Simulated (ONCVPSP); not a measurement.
## Potentials for silicon compared

Generated with ld1.x 7.5 (TM, RRKJ, ultrasoft, PAW), atompaw 4.2 or ONCVPSP 4.0.1. The cutoff is in Ry: for ld1.x and atompaw files where the sum of valence levels is converged to 10 mRy in a Bessel basis, for ONCV files where the hardest occupied wave has 1 mHa per electron of residual kinetic energy. The error is the largest all-electron minus pseudo excitation energy over each file’s own four to seven test configurations (ionisations up to +4, promotions, holes and added fractions of an electron), all of which were solved. The labels leave out finer settings (local radius, basis sizes, second energies), which also bear on the numbers. Spin-polarised tests are not counted. The rows are a selection from randomly drawn settings: files with unsolved tests, undetermined cutoffs or missed reference levels are left out.

A true bound ghost makes a file unfit for plane-wave use even where its test errors are small: the radial tests pick states by their node count and pass the ghost by.

```tsv
potential	cutoff (Ry)	largest error (meV)	bound ghosts
ONCV, PBE, scalar-relativistic, rc 1.60/2.10 (sp), local s, core correction no, reference 3s2 3p1, qcut 4.9/4.2, projectors 0/3	17	+68	p
ONCV, PBE, scalar-relativistic, rc 0.85/1.10 (sp), local smoothed, core correction yes, reference 2s2 2p6 3s1.75 3p2.25, qcut 11.1/9.7, projectors 2/2	120	+3.0	none
ONCV, PBE, scalar-relativistic, rc 1.90/2.00/1.90 (spd), local d, core correction yes, reference 3s2 3p1, qcut 3/4.9/4.8, projectors 2/2/0	44	+35	none
ONCV, PBEsol, non-relativistic, rc 1.75/2.10/1.80 (spd), local smoothed, core correction yes, reference 3s2 3p1, qcut 3.3/4.4/5.5, projectors 2/2/2	32	-200	none
ONCV, PBEsol, scalar-relativistic, rc 1.00/1.05/0.85 (spd), local smoothed, core correction yes, reference 2s2 2p6 3s2 3p2, qcut 14.2/15.9/11, projectors 2/2/1	174	+2.3	none
ONCV, PBEsol, scalar-relativistic, rc 1.80/1.55 (sp), local smoothed, core correction yes, reference 3s2 3p2, qcut 3.6/4.3, projectors 2/2	103	+27	p
ONCV, BLYP, non-relativistic, rc 0.85/1.00/0.85 (spd), local d, core correction no, reference 2s2 2p6 3s2 3p2, qcut 10.8/14.3/12.9, projectors 2/3/0	162	+2.8	none
```

**Question.** Fill in the row for Si: ONCV, LDA (Perdew-Zunger), scalar-relativistic, rc 1.10/0.85/1.20 (spd), local smoothed, core correction yes, reference 2s2 2p6 3s2 3p2, qcut 13.5/14/7, projectors 2/2/2.

**Answer.** cutoff 174 Ry, largest error +2.8 meV, bound ghosts: none.
